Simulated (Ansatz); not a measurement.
C16H20Sn⁻, that is SnEt2Ph2 with one electron more. Total charge -1; doublet. Geometry PBE-D4/def2-SVP, that of the neutral singlet; atoms count from 1.

```xyz
37

Sn    0.5954   -0.1608    0.2072
C     1.0587   -1.9860    1.3223
C     1.8770   -2.9828    0.4977
H     0.0912   -2.4211    1.6484
H     1.5989   -1.6847    2.2445
H     2.0946   -3.9128    1.0664
H     1.3460   -3.2830   -0.4299
H     2.8562   -2.5605    0.1869
C     2.4306    0.9919   -0.0958
C     2.9971    1.5383    1.2173
H     2.1905    1.8087   -0.8079
H     3.1611    0.3288   -0.6053
H     3.9213    2.1346    1.0556
H     2.2699    2.1969    1.7370
H     3.2607    0.7249    1.9264
C    -0.8532    1.0145    1.3089
C    -0.8752    0.9928    2.7196
C    -1.8016    1.7671    3.4379
C    -2.7236    2.5740    2.7525
C    -2.7146    2.6043    1.3489
C    -1.7877    1.8282    0.6337
H    -0.1641    0.3604    3.2768
H    -1.8052    1.7386    4.5389
H    -3.4517    3.1798    3.3139
H    -3.4370    3.2346    0.8066
H    -1.7998    1.8582   -0.4684
C    -0.2773   -0.6681   -1.7097
C    -1.6360   -1.0379   -1.8069
C    -2.1990   -1.3922   -3.0440
C    -1.4103   -1.3784   -4.2054
C    -0.0583   -1.0096   -4.1251
C     0.5018   -0.6568   -2.8858
H    -2.2734   -1.0476   -0.9072
H    -3.2609   -1.6789   -3.1019
H    -1.8509   -1.6544   -5.1760
H     0.5643   -0.9949   -5.0335
H     1.5646   -0.3658   -2.8448
```

In the def2 sets Sn takes a core potential; there is no spin–orbit coupling. Single mean-field runs in def2-TZVP are fitted with def2-universal-jkfit. The highest occupied level of the charge -1 doublet lies above zero (up to 1.95 eV). By energy differences it is unbound by 0.68 eV (vertical, against the charge 0 singlet, at PBE0-D4/def2-TZVP) and held by the finite basis.

(1) Estimate the Mulliken populations of the heavy atoms from the PBE0/def2-TZVP orbitals of Ansatz.

(2) Where does the spin sit?

(3) And the Mayer bond orders between heavy atoms (over 0.3)?

## Answers

(1) 
| atom | charge (e) | spin (α − β) |
| --- | --- | --- |
| Sn1 | 0.85 | 0.11 |
| C2 | -0.45 | 0.00 |
| C3 | -0.37 | 0.00 |
| C9 | -0.46 | 0.00 |
| C10 | -0.38 | 0.00 |
| C16 | -0.08 | 0.14 |
| C17 | -0.28 | 0.12 |
| C18 | -0.11 | -0.05 |
| C19 | -0.18 | 0.20 |
| C20 | -0.13 | 0.06 |
| C21 | -0.24 | -0.02 |
| C27 | -0.11 | 0.16 |
| C28 | -0.26 | 0.05 |
| C29 | -0.11 | -0.01 |
| C30 | -0.18 | 0.23 |
| C31 | -0.12 | -0.01 |
| C32 | -0.24 | 0.04 |
Mulliken values depend strongly on the basis.

(2) Summed by element: Sn 0.11, C 0.92, H -0.03, of 1 unpaired in all. Largest on single atoms: C30 0.23, C19 0.20, C27 0.16.

(3) Sn1–C2 0.78 (2.19 Å); Sn1–C9 0.80 (2.19 Å); Sn1–C16 0.88 (2.17 Å); Sn1–C27 0.91 (2.17 Å); C2–C3 1.00 (1.53 Å); C9–C10 1.00 (1.53 Å); C16–C17 1.25 (1.41 Å); C16–C21 1.33 (1.41 Å); C17–C18 1.46 (1.40 Å); C18–C19 1.38 (1.40 Å); C19–C20 1.28 (1.40 Å); C20–C21 1.47 (1.40 Å); C27–C28 1.27 (1.41 Å); C27–C32 1.26 (1.41 Å); C28–C29 1.49 (1.40 Å); C29–C30 1.31 (1.40 Å); C30–C31 1.32 (1.40 Å); C31–C32 1.49 (1.40 Å).
